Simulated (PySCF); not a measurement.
# The second ionisation energy along group 13

All values are computed (PySCF 2.14, energy differences of UHF-based or UKS calculations, no spin-orbit coupling). Values in eV. The last column holds reference values (NIST; (s) semi-empirical, (t) theoretical, else measured). Unmarked ones compare directly (S terms, centres of terms, or small fine structure); those marked * lie between the lowest fine-structure levels and include a spin-orbit shift.

| element | configurations | UHF | CCSD (valence) | CCSD(T) (valence) | FCI (valence) | PBE | PBE0 | reference |
| --- | --- | --- | --- | --- | --- | --- | --- | --- |
| B (x2c-QZVPPall, spin-free X2C) | [He] 2s2 → [He] 2s1 | 23.449 | 25.100 | 25.100 | 25.100 | 24.612 | 24.567 | 25.155 |
| Al (x2c-QZVPPall, spin-free X2C) | [Ne] 3s2 → [Ne] 3s1 | 17.551 | 18.646 | 18.646 | 18.646 | 18.790 | 18.684 | 18.829 |
| Ga (x2c-QZVPPall, spin-free X2C) | [Ar] 3d10 4s2 → [Ar] 3d10 4s1 | 18.750 | 19.760 | 19.760 | 19.760 | 20.790 | 20.443 | 20.515 |
| In (x2c-QZVPPall, spin-free X2C) | [Kr] 4d10 5s2 → [Kr] 4d10 5s1 | 17.015 | 17.913 | 17.913 | 17.913 | 18.975 | 18.662 | 18.870 |
| Tl (x2c-QZVPPall, spin-free X2C) | [Xe] 4f14 5d10 6s2 → [Xe] 4f14 5d10 6s1 | 18.352 | n/a | n/a | n/a | 20.515 | 20.183 | 20.428 |

Task: Which of these methods has the smallest mean absolute error against the measured values here?

Result: PBE, with 0.210 eV.

```json
{"method": "UHF", "elements": "5", "mean error (eV)": "-1.736", "mean absolute error (eV)": "1.736", "largest error (eV)": "-2.076"}
{"method": "CCSD (valence)", "elements": "4", "mean error (eV)": "-0.488", "mean absolute error (eV)": "0.488", "largest error (eV)": "-0.958"}
{"method": "CCSD(T) (valence)", "elements": "4", "mean error (eV)": "-0.488", "mean absolute error (eV)": "0.488", "largest error (eV)": "-0.958"}
{"method": "FCI (valence)", "elements": "4", "mean error (eV)": "-0.488", "mean absolute error (eV)": "0.488", "largest error (eV)": "-0.958"}
{"method": "PBE", "elements": "5", "mean error (eV)": "-0.023", "mean absolute error (eV)": "0.210", "largest error (eV)": "-0.543"}
{"method": "PBE0", "elements": "5", "mean error (eV)": "-0.251", "mean absolute error (eV)": "0.251", "largest error (eV)": "-0.587"}
```

Errors include the incompleteness of the basis and the frozen core.

"Valence" correlates the outer s and p shells and, in groups 3 to 12 and the f block, the outer d or f shell, open or full, or the next shell where the ion has no valence electron left; the wider scheme adds the next inner shell.
